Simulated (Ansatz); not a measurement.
System: GeBr, charge 0, multiplicity 2. 
Geometry from a B3LYP-D3(BJ)/def2-TZVP (Ansatz, a program for electronic structure) optimisation:
```xyz
2

Ge     0.0000     0.0000    -1.2291
Br     0.0000     0.0000     1.1237
```
Charge 0, spin multiplicity 2.

Basis-set convergence of Hartree-Fock and CCSD correlation energies (hartree) with Ansatz. Cores are frozen in the correlated levels unless marked. UHF or UKS for open shells. No spin-orbit coupling. Frozen are the shells of the preceding noble gas and the d and f shells that filled before the atom's block. Non-relativistic.

```csv
basis,functions,E(HF),"E(corr, CCSD)"
cc-pVDZ,54,-4647.74327,-0.19078
cc-pVTZ,86,-4647.89231,-0.25221
cc-pVQZ,136,-4647.89812,-0.27373
cc-pV5Z,208,-4647.89873,-0.28132
```

Extrapolating the two largest sets (X = 4 and 5) as X^-3: E(corr) = (125·(-0.28132) - 64·(-0.27373))/61 = -0.2893 Eh, an estimate of the basis-set limit. The largest set recovers 97.2 % of it, the smallest 65.9 %.
